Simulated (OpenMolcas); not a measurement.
## Cr3+: ligand-field states by method

Cr3+ with 6 ligands (hydroxide) in octahedral coordination (S6) at 1.95 Å. A charge of +0.5 e stands 2.6 Å behind each ligand. Ligand basis ANO-RCC-VDZP.

```yaml
Program: OpenMolcas 26.06
Basis: ANO-RCC-VTZP [6s5p3d2f1g]
Scalar_Hamiltonian: DKH2, point nucleus
Active_space: 3 electrons in 5 orbitals (3d)
State_averaging: 2S+1 = 4 even, 10 roots; 2S+1 = 2 even, 40 roots
Spin-orbit_coupling: RASSI with atomic mean-field integrals over the reference wave functions
```

I. CASSCF
II. SS-CASPT2, IPEA 0.25 Eh, imaginary shift 0.1 Eh (closed shells correlated: 3s 3p and the ligand valence shells)
III. SS-CASPT2, IPEA 0 Eh, imaginary shift 0.1 Eh (closed shells correlated: 3s 3p and the ligand valence shells)

Spin-free states in cm-1, each column counted from its own energy of the first state listed:

```json
{"State": "2S+1 = 4", "Degeneracy": "1", "I": "0", "II": "0", "III": "0"}
{"State": "2S+1 = 4", "Degeneracy": "2", "I": "16389", "II": "17100", "III": "16210"}
{"State": "2S+1 = 4", "Degeneracy": "1", "I": "16483", "II": "16860", "III": "15680"}
{"State": "2S+1 = 2", "Degeneracy": "2", "I": "19426", "II": "14220", "III": "14010"}
{"State": "2S+1 = 2", "Degeneracy": "2", "I": "20337", "II": "15080", "III": "14910"}
{"State": "2S+1 = 2", "Degeneracy": "1", "I": "20591", "II": "15470", "III": "15200"}
{"State": "2S+1 = 4", "Degeneracy": "1", "I": "24720", "II": "24990", "III": "24150"}
{"State": "2S+1 = 4", "Degeneracy": "2", "I": "25584", "II": "25920", "III": "25070"}
{"State": "2S+1 = 2", "Degeneracy": "1", "I": "27605", "II": "21100", "III": "20590"}
{"State": "2S+1 = 2", "Degeneracy": "2", "I": "28179", "II": "21870", "III": "21290"}
{"State": "2S+1 = 2", "Degeneracy": "1", "I": "32615", "II": "28280", "III": "26750"}
{"State": "2S+1 = 2", "Degeneracy": "2", "I": "35174", "II": "31090", "III": "29650"}
{"State": "2S+1 = 2", "Degeneracy": "1", "I": "35449", "II": "31240", "III": "29640"}
{"State": "2S+1 = 2", "Degeneracy": "1", "I": "36245", "II": "31740", "III": "30060"}
{"State": "2S+1 = 2", "Degeneracy": "2", "I": "36444", "II": "32140", "III": "30710"}
{"State": "2S+1 = 2", "Degeneracy": "2", "I": "38661", "II": "33580", "III": "32240"}
{"State": "2S+1 = 4", "Degeneracy": "2", "I": "39379", "II": "39570", "III": "38810"}
{"State": "2S+1 = 4", "Degeneracy": "1", "I": "40543", "II": "41100", "III": "40480"}
{"State": "2S+1 = 2", "Degeneracy": "1", "I": "42127", "II": "36820", "III": "35270"}
{"State": "2S+1 = 2", "Degeneracy": "2", "I": "42479", "II": "37360", "III": "35820"}
```

From I to II, I's first state of the same spin (2S+1 = 4) moves from 16389 to 17100 cm-1, by about +710 cm-1. In II another state of that kind comes below it.

From I to II, I's first state of another spin (2S+1 = 2) moves from 19426 to 14220 cm-1, by about -5200 cm-1.

χT at 300 K: I 1.84, II 1.84, III 1.84 cm3 K/mol.

Roots that are degenerate in the reference are averaged as groups; the widest CASPT2 spread within a group is 160 cm-1 (the 2-fold group of multiplicity 2 near 32200 cm-1 above the lowest state of its run, III). Shifts and gaps below about the spread of the groups concerned are not significant. Over all roots computed the reference weight is 0.66 to 0.67 in II, 0.65 to 0.67 in III; a low but even weight reflects the number of correlated electrons. Ligand-to-metal charge-transfer states are missing. With no ligand orbital active B as a rule stays too high, so bands that hang on it stand too high and its fall with covalency is understated. Without dynamic correlation the repulsion within the d shell is too large (B by tens of per cent), so at a given field states of lower spin stand too high (holds for I). With metal d orbitals alone and no dynamic correlation the field as a rule comes out too small, by tens of per cent, by up to half for chloride and softer ligands (holds for I). With one d shell and no ligand orbital active, 10Dq can be off by a tenth or more (holds for II; III). No measured value stands beside these numbers; the geometry is a model, was not optimised and need not be the one that this ion takes.

A state without a sure symmetry label is named by its multiplicity alone.
